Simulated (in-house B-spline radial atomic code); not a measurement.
Relativistic effects in the gallium ion Ga⁴⁺, [Ar] 3d9: non-relativistic Hartree-Fock (point nucleus) against Dirac-Hartree-Fock (Fermi nucleus of rms radius 3.9973 fm), both averages of the configuration, computed with a radial B-spline atomic code at the basis-set limit.

| orbital | ε NR (Eh) | ε Dirac (Eh) | <r> NR (bohr) | <r> Dirac (bohr) | change of <r> (%) |
| --- | --- | --- | --- | --- | --- |
| 1s1/2 | -381.01 | -386.11 | 0.04941 | 0.04858 | -1.7 |
| 2s1/2 | -50.364 | -51.504 | 0.2206 | 0.2167 | -1.8 |
| 2p1/2 | -44.693 | -45.644 | 0.1921 | 0.1882 | -2.0 |
| 2p3/2 | -44.693 | -44.615 | 0.1921 | 0.1916 | -0.2 |
| 3s1/2 | -8.5018 | -8.6989 | 0.6557 | 0.6459 | -1.5 |
| 3p1/2 | -6.5803 | -6.7284 | 0.6742 | 0.6637 | -1.6 |
| 3p3/2 | -6.5803 | ? | 0.6742 | ? | ? |
| 3d3/2 | -3.3127 | -3.3031 | 0.7348 | 0.7348 | 0.0 |
| 3d5/2 | -3.3127 | ? | 0.7348 | ? | ? |

Problem. What happens to 3p3/2?

Solution. Its energy goes to -6.5838 hartree and <r> to 0.673 bohr (-0.18 %).

Problem. What happens to 3d5/2?

Solution. Its energy goes to -3.283 hartree and <r> to 0.7391 bohr (+0.58 %).

Problem. What explains the pattern of contraction and expansion?

Solution. Expansion is seen in 3d5/2. The s and p1/2 orbitals contract directly, screen the nucleus better, and so push out orbitals that have little density near the nucleus; spin-orbit coupling adds to this for j = l + 1/2 and opposes it for j = l - 1/2.

Problem. By how much does the total energy change?

Solution. By -19.294 hartree, from -1919.052 to -1938.346.
